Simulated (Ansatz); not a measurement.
Si(NMeEt)Cl3 (C3H8Cl3NSi), 16 atoms. Hardware: 4 threads of Arm Neoverse V2 on a shared host.

Correlated methods freeze 24 core orbitals.

Question: How many basis functions does each of these Ansatz runs have, and roughly what does it cost? PBE0-D4/def2-SVP, charge 0 singlet, energy, from earlier orbitals; revPBE-D4/def2-TZVP, charge 0 singlet, energy, from earlier orbitals; PBE-D4/def2-TZVP, charge 0 singlet, energy and forces, from earlier orbitals; MP2/def2-TZVP, charge 0 singlet, energy, from earlier orbitals; CAM-B3LYP-D4/def2-TZVP, charge 0 singlet, energy, from earlier orbitals; RPA@PBE/def2-TZVP, charge 0 singlet, energy, from earlier orbitals; r2SCANh-D4/def2-TZVP, charge 0 singlet, energy, from earlier orbitals; r2SCAN-D4/def2-TZVP, charge 0 singlet, energy, from earlier orbitals; PBE-D4/def2-SVP, charge 0 singlet, relaxation, 16 steps; PBE0-D4/def2-TZVP, charge 0 singlet, energy, from earlier orbitals; HF/STO-3G, charge 0 singlet, energy; PBE-D4/def2-SVP, charge 0 singlet, energy, from earlier orbitals.

Answer: Other jobs shared the machine, so times can vary by a factor of up to 3. A dash marks memory too small to be measured apart from the calling script's.

```csv
run,functions,fitting or Cholesky vectors,wall time,peak host memory (GiB)
"HF/STO-3G, charge 0 singlet, energy",64,793,0.3 s,–
"PBE-D4/def2-SVP, charge 0 singlet, energy, from earlier orbitals",168,1891,2.3 s,–
"PBE0-D4/def2-SVP, charge 0 singlet, energy, from earlier orbitals",168,1646,3.3 s,–
"revPBE-D4/def2-TZVP, charge 0 singlet, energy, from earlier orbitals",320,2067,4.7 s,0.64
"PBE-D4/def2-TZVP, charge 0 singlet, energy and forces, from earlier orbitals",320,2067,6 s,0.64
"PBE0-D4/def2-TZVP, charge 0 singlet, energy, from earlier orbitals",320,2119,10 s,1.3
"r2SCAN-D4/def2-TZVP, charge 0 singlet, energy, from earlier orbitals",320,2067,11 s,0.68
"MP2/def2-TZVP, charge 0 singlet, energy, from earlier orbitals",320,2057,11 s,1.2
"CAM-B3LYP-D4/def2-TZVP, charge 0 singlet, energy, from earlier orbitals",320,2097,11 s,1.5
"RPA@PBE/def2-TZVP, charge 0 singlet, energy, from earlier orbitals",320,2057,14 s,1.1
"r2SCANh-D4/def2-TZVP, charge 0 singlet, energy, from earlier orbitals",320,2067,15 s,1.3
"PBE-D4/def2-SVP, charge 0 singlet, relaxation, 16 steps",168,1891,31 s,–
```
